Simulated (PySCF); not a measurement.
C2H5ClGeO, SMILES [CH2]1O[CH2][GeH]1[Cl].

Geometry: B3LYP-D3(BJ)/def2-SVP. The structure was generated by enumeration, and PubChem lists no compound with its InChIKey, so it may never have been made.

Two levels are set side by side: TDA-PBE/def2-SVPD (PySCF) and TDA-CAM-B3LYP/def2-SVPD (PySCF). Vertical, same geometry. The lowest singlet is HOMO→LUMO 96 % with PBE and HOMO→LUMO 85 % with the other functional; states are paired by order. Differences are taken from unrounded values.

| quantity | TDA-CAM-B3LYP | TDA-PBE | TDA-PBE minus TDA-CAM-B3LYP |
|---|---|---|---|
| lowest singlet excitation (eV) | 6.42 | 5.01 | -1.42 |
| lowest triplet excitation (TDA) (eV) | 5.84 | 4.69 | -1.15 |

A lower first singlet is the usual sign of a functional without exact exchange. Differences between two approximate levels are no errors against the true value.

Rough cost on one machine, each run with all the roots and properties that it gave: TDA-CAM-B3LYP against TDA-PBE about 3 times.
